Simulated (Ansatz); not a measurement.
**A barrier at the coupled-cluster level**

Start structure (SiNH4Cl3O, singlet), relaxed at PBE0-D4/def2-TZVP:

```xyz
10
angstrom
Si -0.3403 0.1261 -0.6281
O 0.2247 -1.4195 -0.5211
Cl -1.1893 -0.0934 -2.5687
Cl -2.1055 0.6892 0.3209
Cl 0.9309 1.6990 -1.1216
H 0.0679 -0.4615 1.8272
N 0.5053 0.2265 1.2222
H 0.0175 -1.9258 -1.3117
H 0.3940 1.1473 1.6317
H 1.4949 0.0123 1.1493
```

The step: SiHCl₃O ([OH][Si]([Cl])([Cl])[Cl]) + NH₃ → SiNH₂Cl₃ ([NH2][Si]([Cl])([Cl])[Cl]) + H₂O; bonds formed: O2–H6; dative contacts that become bonds: Si1–N7; bonds broken: Si1–O2, H6–N7. Program: Ansatz 0.2.0. Basis: def2-TZVPP and def2-QZVPP. Cores are frozen in the correlated methods. Extrapolation: Hartree–Fock as exp(−7.88 √X), correlation as X^−2.97. Energies below are by CCSD(T) at an estimated basis limit (MP2 extrapolated from triple and quadruple zeta, plus CCSD(T) − MP2 in triple zeta).

Task: What are the electronic barrier and the energy of the step, from the start structure to the end structure? (To be estimated.)

Result: Computed: Barrier 158.6 kJ/mol; step energy 57.0 kJ/mol (uphill); reverse barrier, their difference, 101.6 kJ/mol. Barrier and step energy count from the start structure, the reverse barrier from the end structure.

The saddle point: One imaginary mode of 1150i cm⁻¹.
| pair | start (Å) | saddle (Å) | end (Å) |
| --- | --- | --- | --- |
| Si1–N7 | 2.04 | 1.84 | 1.70 |
| O2–H6 | 2.54 | 1.19 | 0.97 |
| Si1–O2 | 1.65 | 1.92 | 3.91 |
| H6–N7 | 1.02 | 1.30 | 2.10 |

Zero-point energy (harmonic, PBE0-D4): ZPE is 159.7 kJ/mol at the start and 143.5 kJ/mol at the saddle, so the barrier goes from 158.6 to 142.4 kJ/mol.

The T1 diagnostic stays at or below 0.010.

Labels in which every atom is bracketed show which atoms are joined, not bond orders.

For scale, one of the runs: CCSD(T)/def2-TZVPP, 286 basis functions, launched by `ansatz run in.yaml --threads 8 --pin off --events-out ev --progress --plain --max-ram 19148MiB`. Time: 2.9 min of wall clock on 8 CPU threads of an Arm Neoverse V2; the host was shared. Peak host memory: 8.2 GiB.
